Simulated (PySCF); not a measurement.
A structure optimised at PBE0-D3(BJ)/def2-TZVP, used in a PySCF frequency run:

```
Sb
O 1 1.9559
H 2 0.9617 1 112.33
O 1 1.9651 2 98.55 3 51.19
H 4 0.9607 1 111.58 2 92.54
H 1 1.7212 2 96.01 3 -38.72
```
Charge 0, spin multiplicity 1.

### Question
Write its SMILES and formula.

### Answer
[OH][SbH][OH], H3O2Sb

### Question
What are its rotational constants (standard atomic weights)?

### Answer
10.105, 6.3139, 4.1501 GHz
